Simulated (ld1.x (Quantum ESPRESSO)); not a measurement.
u(r) = r·R(r): atom against pseudo-atom (nickel)

Columns: radius, all-electron u(r) and pseudo u(r) of the 3d shell (level -17.92 eV) of nickel in the configuration [Ne] 3s2 3p6 3d8 4s1 4p0; PBE, scalar-relativistic, TM semilocal scheme, ld1.x (Quantum ESPRESSO) 7.5.

```csv
r (bohr),all-electron,pseudo
0.047,0.0152,0.0033
0.095,0.0843,0.0266
0.142,0.1964,0.0834
0.190,0.3330,0.1822
0.237,0.4695,0.3147
0.285,0.5986,0.4725
0.332,0.7081,0.6305
0.380,0.8001,0.7764
0.427,0.8705,0.8902
0.475,0.9234,0.9704
0.522,0.9583,1.0145
0.570,0.9789,1.0308
0.617,0.9870,1.0270
0.665,0.9850,1.0108
0.712,0.9753,0.9892
0.760,0.9591,0.9649
0.807,0.9387,0.9405
0.855,0.9145,0.9148
0.902,0.8885,0.8885
0.950,0.8602,0.8602
0.997,0.8316,0.8316
1.045,0.8019,0.8019
1.092,0.7727,0.7727
1.140,0.7431,0.7431
1.187,0.7145,0.7145
1.235,0.6858,0.6858
```

Question: How many radial nodes do the two functions have?

Answer: The all-electron 3d function has n − l − 1 = 0; the pseudo-wave has 0.

Question: At about which radius was the pseudo-wave matched?

Answer: 0.95 bohr. The columns agree to 0.0005 from 0.85 bohr on; several derivatives are matched, so the curves merge somewhat inside the radius.

Question: Is the pseudo-wave norm-conserving?

Answer: Yes: the TM semilocal scheme keeps the norm inside the radius equal to the all-electron one, which fixes the energy derivative of the logarithmic derivative at the level.
